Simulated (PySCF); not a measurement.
## State search for KC

Unrestricted PBE0; basis K def2-TZVPP, C def2-TZVPP; no relativity; PySCF 2.14. Outer shells of the fragments: K 4s1; C 2s2 2p2.

Followed along the bond (rough minima from three points):

```json
{"2Ms+1": "4", "unpaired": "σ ↑, π ↑↑", "⟨S²⟩ at the start": "3.75", "R at minimum (Å)": "2.55", "Te (eV)": "0.00"}
{"2Ms+1": "2", "unpaired": "σ ↑, π ↑↓", "⟨S²⟩ at the start": "1.76", "R at minimum (Å)": "2.56", "Te (eV)": "0.69"}
{"2Ms+1": "2", "unpaired": "π ↑", "⟨S²⟩ at the start": "0.91", "R at minimum (Å)": "none in the scan", "Te (eV)": "≤ 1.55"}
```

Solutions found at the starting distance of 2.655 Å, counted from the lowest of them; the search is not exhaustive and high or unbound solutions are not listed, so other states can lie among these:

| 2Ms+1 | unpaired | term | E (eV) | ⟨S²⟩ | ⟨Lz²⟩ | μ (D) |
| --- | --- | --- | --- | --- | --- | --- |
| 4 | σ ↑, π ↑↑ | ⁴Σ⁻ | 0.00 | 3.75 | 0.00 | -9.52 |
| 2 | σ ↑, π ↑↓ | mixed | 0.68 | 1.76 | 2.01 | -9.38 |
| 2 | σ ↓, π ↑↑ | mixed | 0.68 | 1.76 | 0.00 | -9.06 |
| 2 | π ↑ | ²Π | 1.57 | 0.91 | 1.00 | -6.23 |
| 2 | σ ↑ | mixed | 1.86 | 0.76 | 2.00 | -9.31 |
| 2 | π ↑ | ²Π | 2.07 | 0.76 | 1.02 | -9.65 |
| 4 | σ ↑↑, π ↑ | ⁴Π | 2.48 | 3.75 | 1.00 | 2.74 |
| 2 | σ ↑↑, π ↓ | mixed | 2.92 | 1.76 | 1.00 | 2.87 |
| 4 | σ ↑, π ↑↑ | mixed | 3.93 | 3.75 | 2.00 | 1.52 |

A term symbol is given only where ⟨S²⟩ and ⟨Lz²⟩ are close to those of a pure state; real π, δ and φ orbitals otherwise mix terms. A positive dipole means K(−)C(+).
